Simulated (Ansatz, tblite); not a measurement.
Isomers of SnO4H4 (singlet), found by a short tight-binding search and relaxed with B3LYP-D4/def2-SVP in Ansatz.

In the def2 sets Sn takes a core potential; there is no spin–orbit coupling. The xTB rows come from tblite. Correlated methods freeze 8 core orbitals; core or outer-core shells of Sn are correlated, in sets that lack core-valence functions.

A: At CCSD(T)/def2-SVP T1 of the charge 0 singlet is large (up to 0.021), so the single-reference result is doubtful. It holds 1 O–O bond. B: It holds 2 O–O bonds. C: It holds 1 O–O bond.

Other spin states weren't relaxed.

A:

Cartesian coordinates in Å:
```
Sn -0.9061 0.8647 0.4122
O 1.3102 -0.9721 -0.9719
O -0.7197 1.7356 2.0337
O 1.3237 0.3537 -0.3793
O -0.9031 -1.1780 0.3810
H 0.5053 -1.3289 -0.4858
H -1.4675 1.1877 -1.1723
H -0.8598 -1.5424 1.2786
H 1.7170 0.8797 -1.0962
```

B:

| atom | x (Å) | y (Å) | z (Å) |
| --- | --- | --- | --- |
| Sn1 | -1.134 | -1.570 | -0.214 |
| O2 | 1.502 | -0.286 | -0.569 |
| O3 | -0.104 | 1.541 | 0.577 |
| O4 | 0.447 | -0.897 | -1.374 |
| O5 | -1.342 | 0.846 | 0.282 |
| H6 | 2.112 | -0.010 | -1.273 |
| H7 | -0.196 | -1.585 | 1.316 |
| H8 | 0.562 | 0.928 | 0.162 |
| H9 | -1.847 | 1.033 | 1.091 |

C:

```xyz
9

Sn   -0.715    0.018   -0.758
O     1.789   -0.626    0.864
O     0.043   -1.699   -0.619
O    -2.231    0.589    0.385
O     1.148    0.641    0.566
H    -2.423   -0.063    1.077
H     1.867    1.145    0.149
H    -0.657    1.247   -1.946
H     1.179   -1.250    0.282
```

Question: Estimate their order by electronic energy at ωB97X-V/def2-TZVP, counted from the lowest.

Answer: C (0.0) < A (7.6) < B (43.7), in kcal/mol.

Question: Do the other levels pick the same lowest one?

Answer: Not GFN1-xTB, GFN2-xTB. Energies above each level's lowest (kcal/mol):

```tsv
level	A	B	C
GFN1-xTB	0.0	16.1	0.5
GFN2-xTB	1.0	0.0	3.1
HF/def2-SVP	8.2	31.0	0.0
PBE-D4/def2-TZVP	6.1	42.4	0.0
r2SCAN-D4/def2-TZVP	6.9	45.7	0.0
r2SCANh-D4/def2-TZVP	7.2	45.4	0.0
PBE0-D4/def2-TZVP	7.4	43.1	0.0
ωB97X-V/def2-TZVP	7.6	43.7	0.0
MP2/def2-SVP	4.1	47.1	0.0
CCSD/def2-SVP	5.0	36.5	0.0
CCSD(T)/def2-SVP	4.1	37.8	0.0
```
Point groups (tolerance 0.1 Å): A not assigned, B not assigned, C not assigned. A and C have the same bonds, so they are conformers or stereoisomers. Lower isomers may exist.
